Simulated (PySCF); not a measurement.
# How the method changes the shape and vibrations of BClH3NSi

All numbers below are calculated, not measured. The program is PySCF 2.14.0, an open-source quantum chemistry code, run on an isolated molecule that a program drew, which may never have been made. The molecule is BClH3NSi (charge 0, singlet), drawn as the SMILES string `BN=[SiH]Cl`.

The geometry was optimised and harmonic frequencies were computed with HF and MP2, all in the cc-pV(D+d)Z basis, for the commonest isotopes, with a restricted reference for singlets and an unrestricted one otherwise, and a frozen core in MP2. Each result is a local minimum of its method.

Geometry at the HF minimum:
```xyz
7
BClH3NSi, angstrom
B     0.2507   -0.4432    0.0063
N     0.7195   -0.2398    1.3016
Si    1.3125   -0.0951    2.7169
Cl    2.8434   -1.2000    3.4643
H    -0.6389   -1.2299   -0.2022
H     0.7231    0.1739   -0.9156
H     0.8767    0.8477    3.7396
```

Lengths of the bonds as drawn, in Å (atoms numbered as above):
| bond | HF | MP2 |
|---|---|---|
| B1-N2 | 1.392 | 1.401 |
| N2-Si3 | 1.541 | 1.580 |
| Si3-Cl4 | 2.030 | 2.032 |
| B1-H5 | 1.206 | 1.211 |
| B1-H6 | 1.206 | 1.211 |
| Si3-H7 | 1.458 | 1.465 |

Rotational constants, in GHz:
```
constant     HF    MP2
       A  17.02  16.58
       B   2.17  2.133
       C  1.957  1.922
```

Harmonic frequencies in cm^-1, each column in rising order, so a row needn't be the same motion in every method:
```
rank    HF   MP2
   1    98    86
   2   220   185
   3   302   275
   4   304   321
   5   570   488
   6   571   558
   7   874   816
   8   953   891
   9  1005   941
  10  1100  1030
  11  1328  1249
  12  1649  1548
  13  2439  2374
  14  2631     ?
  15  2684  2671
```

**Estimate the missing MP2 frequency from the HF column.**

A single factor s that minimises the squared misfit of MP2 against s times HF over the other rows is sum(HF x MP2) / sum(HF^2) = 0.9651, with an rms misfit of 37 cm^-1. For rank 14 it gives 0.9651 x 2631 = 2539 cm^-1. The calculation gives 2595 cm^-1, 56 cm^-1 above the estimate. The drawn bonds are on average 0.8 % longer in MP2 than in HF.
